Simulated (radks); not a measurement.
The numbers below are computed, except where a source is named.
Question: The table gives one normalised radial function P(r) = r R(r) (large component) of Yb51+ in [Ar] 3d1 (r in bohr). Level of theory: Dirac Kohn-Sham, BLYP, spin-unpolarised, spherical densities, point nucleus; open shells are shared between the two j in proportion to 2j + 1 (a radial shooting solver on a logarithmic mesh with Libxc functionals).

r,P
0.002624,0.0522
0.003336,0.0706
0.004207,0.0951
0.005348,0.1300
0.006744,0.1762
0.008573,0.2404
0.01081,0.3221
0.01374,0.4290
0.01733,0.5525
0.02204,0.6916
0.02779,0.8151
0.03533,0.8899
0.04455,0.8524
0.05664,0.6317
0.07142,0.2034
0.0908,-0.4144
0.1145,-0.9939
0.1456,-1.2400
0.1836,-0.8359
0.2334,0.2340
0.2943,1.3860
0.3741,1.9371
0.4718,1.5882
0.5998,0.8159
0.7564,0.2503
0.9616,0.0377
1.213,0.0028

Which n and l does it have? It may be an empty orbital.

Answer: n = 4, l = 1: the number of nodes gives n - l - 1 = 2, the rise at small r points to l (for j = l - 1/2 the large component starts as r^gamma with gamma = sqrt(l^2 - (Z/c)^2) = 0.86 and the r^(l+1) term takes over further out; the orbital of l - 1 with the same j starts with the same power, but with a larger coefficient, and does not steepen), and the extent must fit the shell. The curve is that of 4p1/2; the two j differ most near the nucleus, where j = l - 1/2 has the larger amplitude, and in heavy atoms j = l - 1/2 is also the more compact. 4p1/2 (empty): eigenvalue -2663.4 eV, 2 radial nodes at r = 0.0777, 0.223 bohr, <r> = 0.380 bohr, 90 % of the charge inside 0.543 bohr.
